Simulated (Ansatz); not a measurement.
Relaxation of CH₆BOSi (10 atoms, charge 1, multiplicity 1), to a largest force component of 0.015 eV/Å in at most 40 steps.

Method: RKS PBE0-D4/STO-3G (Ansatz 0.2.0).

```xyz
10
Properties=species:S:1:pos:R:3:forces:R:3
B -0.728 0.794 -1.444 1.36 -0.14 1.47
C 0.064 0.468 -0.369 -1.94 -1.33 0.00
O 1.258 1.001 0.282 -2.17 0.65 0.31
Si -0.628 -1.026 0.711 1.13 0.98 -0.39
H -1.515 0.869 -2.269 -0.54 0.08 -0.62
H 1.775 1.542 -0.349 1.45 1.17 -1.14
H 1.799 0.252 0.620 1.42 -1.31 0.62
H -1.670 -1.718 -0.018 0.10 0.06 0.09
H -0.998 -0.414 1.984 -0.09 -0.29 -0.33
H 0.643 -1.768 0.853 -0.71 0.15 -0.02
```

Question: Where does it end, and by what steps?

Answer: It converged. Limits of this set-up: minimal basis, the dipole of an ion depends on the origin. After 15 steps the energy has fallen by 0.299 eV; H7 moved furthest, 0.61 Å.

```json
{"step": "0", "energy less start (eV)": "0.0000", "largest force component (eV/Å)": "2.168", "accepted": "yes"}
{"step": "1", "energy less start (eV)": "-0.2303", "largest force component (eV/Å)": "0.779", "accepted": "yes"}
{"step": "2", "energy less start (eV)": "-0.2675", "largest force component (eV/Å)": "0.411", "accepted": "yes"}
{"step": "3", "energy less start (eV)": "-0.2863", "largest force component (eV/Å)": "0.335", "accepted": "yes"}
{"step": "4", "energy less start (eV)": "-0.2854", "largest force component (eV/Å)": "0.337", "accepted": "no"}
{"step": "5", "energy less start (eV)": "-0.2927", "largest force component (eV/Å)": "0.056", "accepted": "yes"}
{"step": "6", "energy less start (eV)": "-0.2961", "largest force component (eV/Å)": "0.049", "accepted": "yes"}
{"step": "7", "energy less start (eV)": "-0.2942", "largest force component (eV/Å)": "0.389", "accepted": "no"}
{"step": "8", "energy less start (eV)": "-0.2977", "largest force component (eV/Å)": "0.049", "accepted": "yes"}
{"step": "9", "energy less start (eV)": "-0.2981", "largest force component (eV/Å)": "0.176", "accepted": "yes"}
{"step": "10", "energy less start (eV)": "-0.2987", "largest force component (eV/Å)": "0.065", "accepted": "yes"}
{"step": "11", "energy less start (eV)": "-0.2991", "largest force component (eV/Å)": "0.018", "accepted": "yes"}
{"step": "12", "energy less start (eV)": "-0.2992", "largest force component (eV/Å)": "0.038", "accepted": "yes"}
{"step": "13", "energy less start (eV)": "-0.2993", "largest force component (eV/Å)": "0.019", "accepted": "yes"}
{"step": "14", "energy less start (eV)": "-0.2993", "largest force component (eV/Å)": "0.020", "accepted": "no"}
{"step": "15", "energy less start (eV)": "-0.2993", "largest force component (eV/Å)": "0.005", "accepted": "yes"}
```

```xyz
10
Properties=species:S:1:pos:R:3
B -0.608 0.637 -1.403
C 0.104 0.335 -0.274
O 1.311 0.998 0.282
Si -0.652 -1.040 0.773
H -1.327 0.771 -2.312
H 1.494 1.897 -0.155
H 2.147 0.429 0.150
H -1.781 -1.490 -0.009
H -1.045 -0.472 2.041
H 0.358 -2.065 0.908
```

Run time: 34 s on 1 CPU thread of a shared host.
